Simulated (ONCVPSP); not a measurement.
What one change does to a pseudopotential (thallium (Tl), ONCV)

```
Element                 : Tl (Z = 81)
Generator               : ONCVPSP 4.0.1
Type                    : optimised norm-conserving Vanderbilt (ONCV)
Functional              : PBE
Relativity              : scalar-relativistic
Frozen core             : [Kr] 4d10 4f14 5s2
Valence charge          : 19
Reference configuration : 5p6 5d10 6s2 6p1
Partial waves           : 6s: rc 2.25 bohr, ncon 4, nbas 8, qcut 2.7 1/bohr, 2 projectors, debl 2 Ha; 5p+6p: rc 1.80 bohr, ncon 3, nbas 6, qcut 9.5 1/bohr, 2 projectors; 5d: rc 1.85 bohr, ncon 4, nbas 9, qcut 7 1/bohr, 2 projectors, debl 4 Ha
Local potential         : polynomial inside 1.20 bohr (lpopt 4, dvloc0 1 Ha)
Core correction         : none
```

All-electron outer shells of the reference configuration (PBE, scalar-relativistic, ld1.x):

| shell | level (eV) | outermost node (bohr) | outermost maximum (bohr) |
| --- | --- | --- | --- |
| 5s | -131.00 | 0.46 | 0.80 |
| 4f | -114.03 | – | 0.36 |
| 5p | -76.10 | 0.50 | 0.91 |
| 5d | -15.49 | 0.53 | 1.11 |
| 6s | -9.55 | 1.04 | 2.08 |
| 6p | -2.37 | 1.23 | 2.91 |

Change: all radii scaled by about 0.84 (s 1.88, p 1.50, d 1.56 bohr); local potential polynomial inside 1.00 bohr (lpopt 4, dvloc0 1 Ha).

Cutoffs: the cutoffs (Ha) at which the residual kinetic energy of the hardest occupied pseudo-wave falls to 1 and 0.1 mHa per electron; they do not see the model core or the augmentation charge, which bear on the density cutoff. Errors are all-electron minus pseudo energies relative to the spin-unpolarised reference configuration.

Predict the effect on cutoff, ghosts and configuration errors.

The potential gets harder (20 Ha and 33 Ha → 29 Ha and 38 Ha); both files keep a bound ghost (s); the errors of the 3 common tests hardly move. A smaller radius makes the pseudo-wave follow the all-electron one further in, where it bends more sharply, so more plane waves are needed.

| quantity | base | changed |
| --- | --- | --- |
| cutoff, loose | 20 Ha | 29 Ha |
| cutoff, tight | 33 Ha | 38 Ha |
| loose cutoff by channel | s 17 Ha, p 18 Ha, d 20 Ha | s 12 Ha, p 29 Ha, d 22 Ha |
| bound ghosts | s | s |
| GHOST(+) flags under 300 eV | none | none |
| tests with a reliable result | 3 of 4 | 3 of 4 |
| error for 5p6 5d10 6s2 6p0, meV [ΔE 5.17 eV] | -2.5 | -2.2 |
| error for 5p6 5d10 6s1 6p0, meV [ΔE 25.95 eV] | -14 | -15 |
| error for 5p6 5d10 6s1 6p2, meV [ΔE 7.40 eV] | -9.8 | -9.4 |

 A true bound ghost makes a file unfit for plane-wave use even where its test errors are small: the radial tests pick states by their node count and pass the ghost by.
